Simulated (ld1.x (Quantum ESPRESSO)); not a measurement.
Cutoff test, cerium (Ce), ultrasoft

| Quantity | Value |
| --- | --- |
| Element | cerium (Ce) |
| Generator | ld1.x (Quantum ESPRESSO) 7.5 |
| Type | ultrasoft |
| Functional | PBE |
| Relativity | scalar-relativistic |
| Frozen core | [Xe] |
| Valence charge | 4 |
| Reference configuration | 4f1 5d1 6s0 6p0 (charge +2) |
| Partial waves | 6s (bound, empty): rcut 2.25, rcutus 2.85 bohr; 6s channel at 1.1 Ry: rcut 2.25, rcutus 2.85 bohr; 6p (bound, empty): rcut 4.40, rcutus 4.70 bohr; 6p channel at 1.1 Ry: rcut 4.40, rcutus 4.70 bohr; 5d (bound): rcut 3.45, rcutus 4.30 bohr; 5d channel at -0.05 Ry: rcut 3.45, rcutus 4.30 bohr; 4f (bound): rcut 1.65, rcutus 1.85 bohr; 4f channel at 1.6 Ry: rcut 1.65, rcutus 1.85 bohr |
| Local potential | all-electron potential smoothed inside 3.00 bohr (lloc = -1) |
| Core correction | none |
| Augmentation charge | PSQ, radius 1.80 bohr |

The pseudo-atom Hamiltonian at the reference potential is diagonalised in spherical Bessel functions j_l(qr) that vanish at 20 bohr, with q² up to the cutoff. All-electron valence levels (Ry): 6s -1.0116, 6p -0.7409, 5d -1.0918, 4f -1.3361.

Q: How do the lowest levels (Ry) of each channel move with the cutoff, and are there ghosts?

A:

```tsv
cutoff (Ry)	s #1	s #2	p #1	p #2	d #1	f #1	Σ f·Δε (mRy)
8	-1.6607	-0.9077	-0.7409	-0.3370	-1.0917	-0.3281	1008.1
12	-4.9303	-1.0108	-0.7409	-0.3370	-1.0918	-0.3296	1006.5
15	-5.4553	-1.0113	-0.7409	-0.3370	-1.0918	-0.3546	981.6
21	-5.7701	-1.0115	-0.7409	-0.3370	-1.0918	-1.0606	275.6
30	-5.7873	-1.0116	-0.7409	-0.3370	-1.0918	-1.3139	22.2
40	-5.7884	-1.0116	-0.7409	-0.3370	-1.0918	-1.3351	1.1
45	-5.7885	-1.0116	-0.7409	-0.3370	-1.0918	-1.3354	0.8
55	-5.7889	-1.0116	-0.7409	-0.3370	-1.0918	-1.3357	0.4
400	-5.7893	-1.0116	-0.7409	-0.3370	-1.0918	-1.3362	0.0
```

Result: ghost state, extra bound levels that the all-electron valence spectrum of the same l lacks: s at -78.8 eV (a true bound ghost makes a file unfit for plane-wave use); 10 mRy is reached at 35 Ry and 1 mRy at 45 Ry.

Test run stopped at test 4 of 7 (negative rho), 2 before it not solved.
